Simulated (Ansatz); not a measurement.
Two structures of ZnSiH$_{2}$S$_{2}$F$_{4}$, closed shell, reached by relaxing down either side of one saddle point (PBE0-D4/def2-TZVP). Energies are electronic, without zero-point energy. Computed with Ansatz 0.2.0 (basis: def2-TZVPP and def2-QZVPP); correlated methods freeze the cores. The 3s and 3p shells of Cu and Zn are frozen; filled d shells are correlated. Extrapolation: Hartree–Fock as exp(−7.88 √X), correlation as X^−2.97. First:

```
10
angstrom
Si -1.2858 1.1353 -0.4875
F 2.0950 -0.2568 -1.0294
F -1.1831 -0.2995 -1.1280
F -2.5937 1.2017 0.3731
F -1.3774 2.1723 -1.6587
H 1.2108 1.5570 -0.2563
S 0.3457 1.5179 0.7858
Zn 1.2715 -1.0935 0.3129
S 0.5116 -2.4138 1.8351
H 1.0054 -3.5205 1.2530
```

Second:

Si1  (-1.422, 1.241, -0.459)
F2  (2.108, -0.252, -0.712)
F3  (-1.652, -0.286, -0.817)
F4  (-2.777, 1.791, 0.119)
F5  (-1.162, 1.996, -1.815)
H6  (1.787, 0.628, -0.633)
S7  (0.160, 1.455, 0.867)
Zn8  (0.551, -0.736, 1.053)
S9  (0.758, -2.789, 1.685)
H10  (1.649, -3.049, 0.712)
(Å)

**Question.** Which bonds change from the first to the second?

**Answer.** SiHSF₃ ([F][Si]([F])([F])[SH]) + ZnHSF ([F][Zn][SH]) → ZnSiHS₂F₃ ([F][Si]([F])([F])[S][Zn][SH]) + HF; bonds formed: F2–H6, S7–Zn8; bonds broken: F2–Zn8, H6–S7.

**Question.** Give the saddle point's structure and its height above each. (An estimate is asked for; the value comes from the calculation.)

**Answer.** The calculation gives: 19.2 kJ/mol above the first and 57.3 kJ/mol above the second (CCSD(T) at an estimated basis limit (MP2 extrapolated from triple and quadruple zeta, plus CCSD(T) − MP2 in triple zeta)).
Si1  (-1.306, 1.218, -0.516)
F2  (1.941, -0.071, -0.834)
F3  (-1.318, -0.270, -1.049)
F4  (-2.631, 1.461, 0.287)
F5  (-1.303, 2.167, -1.765)
H6  (1.288, 1.024, -0.329)
S7  (0.354, 1.516, 0.722)
Zn8  (1.015, -0.938, 0.567)
S9  (0.600, -2.640, 1.827)
H10  (1.361, -3.468, 1.090)
(Å)

The search had been set up for a four-centre ligand exchange (forming Si1–S7, F2–H6, breaking Si1–F2, H6–S7); from that guess it ended on this step instead.

No T1 diagnostic of these runs exceeds 0.014.

Labels in which every atom is bracketed show which atoms are joined, not bond orders.

For scale, one of the runs: CCSD(T)/def2-TZVPP, 342 basis functions, launched by `ansatz run in.yaml --threads 4 --pin off --events-out ev --progress --plain --max-ram 46080MiB --backend cuda --devices 0, --max-vram 37GiB`. The run took 18 s on 4 CPU threads of an AMD EPYC 7R13 and a share of one NVIDIA H100 (shared host), with 0.9 GiB of host memory at its peak.
